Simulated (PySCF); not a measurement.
C8H11B.
Z-matrix (Å and degrees, PBE0-D3(BJ)/def2-SVP geometry), rows numbered from 1:
```
C 
B   1  1.5770
C   2  1.5772  1  120.96
C   2  1.5737  1  119.53  3  -179.49
C   4  1.4077  2  121.41  1     2.78
C   5  1.3922  4  121.74  2   179.66
C   6  1.3949  5  119.81  4     0.24
C   7  1.3949  6  119.85  5    -0.11
C   8  1.3922  7  119.83  6    -0.15
H   1  1.1057  2  109.47  3   115.78
H   1  1.0990  2  114.08  3    -4.93
H   1  1.1037  2  111.47  3  -128.13
H   3  1.1048  2  110.16  1   120.91
H   3  1.0992  2  114.09  1    -0.61
H   3  1.1043  2  110.80  1  -123.03
H   5  1.0934  4  119.43  2    -0.25
H   6  1.0929  5  120.17  4  -179.86
H   7  1.0934  6  120.08  5   179.87
H   8  1.0931  7  120.02  6   179.97
H   9  1.0931  4  119.43  2     0.19
```

Linear response at wB97X-D/def2-SVPD (PySCF, frozen core in the response, non-relativistic).

Static isotropic polarisability: 107.48 au (15.93 Å³), principal values 69.5, 114.1, 138.8 au.

Question: What is the polarisability at 1064 nm and at the sodium D line?

Answer: 108.80 au at 1064 nm (+1.2 %), 112.05 au at 589.3 nm (+4.3 %). The rise at 589.3 nm is 3.46 times that at 1064 nm; a pure ω² law gives 3.26. The lowest singlet lies at 247 nm, shorter than both wavelengths.

Question: What is the isotropic C6 coefficient between two such molecules, C6 = (3/π)∫α(iω)² dω?

Answer: 4313 au (Eh·bohr⁶) by a ten-point quadrature over imaginary frequencies, which is 2580 eV·Å⁶ or 249 J·nm⁶/mol.

Question: Which effective excitation energy ω̄ makes London's formula C6 = (3/4)α²ω̄ exact here?

Answer: ω̄ = 4·C6/(3α²) = 0.498 Eh = 13.5 eV. A one-pole form α(ω) = α/(1 − ω²/ω̄²) fitted to the 1064 nm value gives 10.6 eV.

Question: What n − 1 at the D line would an ideal gas of it have at 273.15 K and 1 atm (2.6868 × 10¹⁹ cm⁻³), by n − 1 = 2π·N·α′?

Answer: 28.03 × 10⁻⁴, a formal value whether or not that pressure can be reached.

Question: How anisotropic is the static polarisability, by Δα² = ½[(α1 − α2)² + (α2 − α3)² + (α3 − α1)²]?

Answer: Δα = 60.8 au, or 0.57 of the isotropic value.

Question: What three-body coefficient follows from the one-pole estimate C9 = (3/4)·α·C6?

Answer: 348000 au. This is an estimate from the two numbers above, not a computed integral.

Question: What molar refraction at the D line follows from R = (4π/3)·N_A·α′, with α′ the polarisability volume?

Answer: α′ = 16.60 Å³ gives R = 41.89 cm³/mol, for isolated, non-vibrating species.

Question: How many electrons N does the Slater–Kirkwood formula C6 = (3/4)·√N·α^(3/2) need to give this C6?

Answer: N = (4·C6/3)²/α³ = 26.6; the species has 64 electrons in all.

The pairwise dispersion term of wB97X-D wasn't added to the energies; at a given geometry it leaves orbitals and properties as they are.
